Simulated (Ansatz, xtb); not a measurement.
# Relative energy of two isomers of C3H13PSi2

We compare I, `CC[Si@H](P)C[SiH3]`, a singlet, with II, `C[Si](C)(C)P[SiH3]`, a singlet. Both are isolated molecules in the gas phase, relaxed with PBE-D3(BJ)/def2-SVP; the shapes shown needn't be the lowest conformers.

I (Å):

```csv
atom,x (Å),y (Å),z (Å)
C,-1.4454,2.2799,0.1402
C,-2.2719,1.0361,-0.2128
C,0.2606,-0.8067,-0.3910
P,-1.2834,-0.5626,2.6123
Si,-1.4830,-0.6047,0.3315
Si,0.3562,-0.6586,-2.2755
H,-1.9602,3.2156,-0.1604
H,-1.2492,2.3441,1.2307
H,-0.4597,2.2720,-0.3694
H,-2.4468,0.9784,-1.3102
H,-3.2831,1.0900,0.2472
H,-2.3396,-1.7540,-0.1404
H,-0.9649,-1.9663,2.6892
H,-2.6897,-0.7980,2.8263
H,0.6565,-1.8016,-0.0934
H,0.9320,-0.0456,0.0624
H,-0.5926,-1.6287,-2.9283
H,-0.0221,0.7321,-2.7132
H,1.7476,-0.9441,-2.7772
```

II (Å):

```yaml
atoms:
  - { symbol: C, position_ang: [-1.6384, -0.1587, -0.3386] }
  - { symbol: C, position_ang: [-1.7324, 2.9343, -0.3412] }
  - { symbol: C, position_ang: [0.7939, 1.4707, -1.3937] }
  - { symbol: P, position_ang: [0.3239, 1.5906, 1.9565] }
  - { symbol: Si, position_ang: [-0.6166, 1.4207, -0.1327] }
  - { symbol: Si, position_ang: [1.6643, -0.2358, 1.8346] }
  - { symbol: H, position_ang: [-1.0194, -1.0669, -0.1964] }
  - { symbol: H, position_ang: [-2.0788, -0.1989, -1.3573] }
  - { symbol: H, position_ang: [-2.4703, -0.1897, 0.3940] }
  - { symbol: H, position_ang: [-2.2049, 2.9337, -1.3460] }
  - { symbol: H, position_ang: [-2.5422, 2.9418, 0.4165] }
  - { symbol: H, position_ang: [-1.1530, 3.8729, -0.2306] }
  - { symbol: H, position_ang: [0.3832, 1.5084, -2.4244] }
  - { symbol: H, position_ang: [1.4411, 0.5730, -1.3198] }
  - { symbol: H, position_ang: [1.4317, 2.3658, -1.2467] }
  - { symbol: H, position_ang: [-0.7465, 0.8926, 2.6265] }
  - { symbol: H, position_ang: [2.0264, -0.6728, 3.2287] }
  - { symbol: H, position_ang: [1.0773, -1.4215, 1.1091] }
  - { symbol: H, position_ang: [2.9241, 0.1661, 1.1166] }
```

Quicker runs give these differences E(II) − E(I): GFN2-xTB −0.155 eV; HF/STO-3G −0.786 eV (at GFN2-xTB geometries); r2SCAN-D4/def2-SVP −0.810 eV (at GFN2-xTB geometries).

Problem. Estimate E(II) − E(I) at the level CCSD(T)/def2-SVP + ΔMP2/def2-TZVPP.

Solution. Calculated at CCSD(T)/def2-SVP + ΔMP2/def2-TZVPP: E(II) − E(I) = −0.790 eV, so structure II lies lower.

Level by level:

```csv
level,geometry,E(II) − E(I) (eV),departure from the last row (eV),"job, with rough time for the two"
GFN2-xTB,GFN2-xTB,−0.155,+0.634,"optimisation, 0.33 s"
HF/STO-3G,GFN2-xTB,−0.786,+0.004,"single point, 0.5 s"
r2SCAN-D4/def2-SVP,GFN2-xTB,−0.810,−0.020,"single point, 5.4 s"
PBE-D3(BJ)/def2-SVP,PBE-D3(BJ)/def2-SVP,−0.789,0.000,"optimisation, 68 s"
HF/def2-SVP,PBE-D3(BJ)/def2-SVP,−0.653,+0.136,part of the CCSD(T) run
MP2/def2-SVP,PBE-D3(BJ)/def2-SVP,−0.707,+0.083,part of the CCSD(T) run
CCSD(T)/def2-SVP,PBE-D3(BJ)/def2-SVP,−0.654,+0.135,single point
CCSD(T)/def2-SVP + ΔMP2/def2-TZVPP,PBE-D3(BJ)/def2-SVP,−0.790,,"single point, 96 s"
```

As drawn, II has 1 P–Si, 2 C–H in place of 1 C–C, 1 Si–H, 1 P–H.

The levels shown agree on the order. The largest departure from CCSD(T)/def2-SVP + ΔMP2/def2-TZVPP is that of GFN2-xTB, 0.634 eV. The last row adds to CCSD(T) the change of the MP2 difference between the two basis sets, here −0.135 eV, a large step that makes the value less sure.

With thermal terms from frequencies at re-optimised GFN2-xTB minima (ideal gas, soft modes damped towards free rotors, one conformer each, 298.15 K, 1 atm): the zero-point term adds +0.067 eV; ΔH is −0.694 and ΔG −0.755 eV.

The correlated steps freeze 18 core orbitals. Mirror images aren't counted in ΔG. Run with Ansatz 0.2.0, xtb 6.7.1; the last row on 4 threads of Arm Neoverse V1 on a shared host.
